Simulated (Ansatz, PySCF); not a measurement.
Complex: HCl (SMILES Cl) (first 2 atoms) with C2H2 (SMILES C#C); geometry from B3LYP-D3(BJ)/def2-TZVP, rigid monomers moved along the line of their centres of mass till H2···C4 is 4.27 Å.
(charge 0, multiplicity 1):
```json
[
 {"atom": "Cl", "x (Å)": "-0.1177", "y (Å)": "0.5380", "z (Å)": "-0.4665"},
 {"atom": "H", "x (Å)": "-0.1237", "y (Å)": "0.3436", "z (Å)": "0.8106"},
 {"atom": "C", "x (Å)": "-0.5579", "y (Å)": "-0.7055", "z (Å)": "4.9243"},
 {"atom": "C", "x (Å)": "0.2884", "y (Å)": "0.1326", "z (Å)": "5.0513"},
 {"atom": "H", "x (Å)": "-1.3092", "y (Å)": "-1.4503", "z (Å)": "4.8158"},
 {"atom": "H", "x (Å)": "1.0397", "y (Å)": "0.8761", "z (Å)": "5.1681"}
]
```

Monomers are frozen at their geometry in the pair; levels with a basis set take the counterpoise correction. Rows marked so take none.

Cores are frozen in the correlated methods. Rows in 6-31G*, STO-3G carry no dispersion term and start afresh at each structure (6-31G* with six Cartesian d functions). MP2/6-31G* freezes PySCF's default core.

Run with Ansatz (a first-principles code); PySCF for 6-31G* rows, STO-3G rows. 

```json
[
 {"level": "HF/STO-3G (no counterpoise)", "interaction energy (kcal/mol)": "-0.27"},
 {"level": "HF/aug-cc-pV(T+d)Z", "interaction energy (kcal/mol)": "-0.50"},
 {"level": "B3LYP/6-31G*", "interaction energy (kcal/mol)": "___"},
 {"level": "M06-2X/6-31G* (no counterpoise)", "interaction energy (kcal/mol)": "-0.60"},
 {"level": "wB97X-V/def2-TZVPPD", "interaction energy (kcal/mol)": "-0.57"},
 {"level": "MP2/6-31G* (no counterpoise)", "interaction energy (kcal/mol)": "-0.56"},
 {"level": "MP2/aug-cc-pV(D+d)Z", "interaction energy (kcal/mol)": "-0.57"},
 {"level": "MP2/aug-cc-pV(T+d)Z", "interaction energy (kcal/mol)": "-0.58"},
 {"level": "SCS-MP2/aug-cc-pV(T+d)Z", "interaction energy (kcal/mol)": "-0.53"}
]
```

Problem. Complete the blanks.

Solution. 
- B3LYP/6-31G*, interaction energy (kcal/mol): -0.42
